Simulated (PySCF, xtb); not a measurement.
ClH6NSSi2, SMILES Cl[SiH2]S[SiH2]N. One conformer was computed; it need not be the lowest.

Harmonic wavenumbers (cm⁻¹) from GFN2-xTB (xtb) at its own minimum, in rising order: 30, 42, 95, 150, 191, 205, 388, 441, 475, 490, 512, 542, 570, 597, 692, 701, 756, 797, 818, 940, 1490, 2251, 2295, 2314, 2373, 3480, 3528.

Q: What does B3LYP-D3(BJ)/def2-SVP in PySCF give at its own minimum? (An estimate is asked for; the answer gives what the named calculation found.)

A: 45, 85, 120, 177, 244, 271, 438, 489, 512, 523, 549, 583, 709, 763, 841, 865, 907, 921, 928, 947, 1551, 2241, 2248, 2265, 2266, 3548, 3640. Paired by order, the mean absolute difference is 72 cm⁻¹ and the zero-point energies are 38.8 and 41.0 kcal/mol.
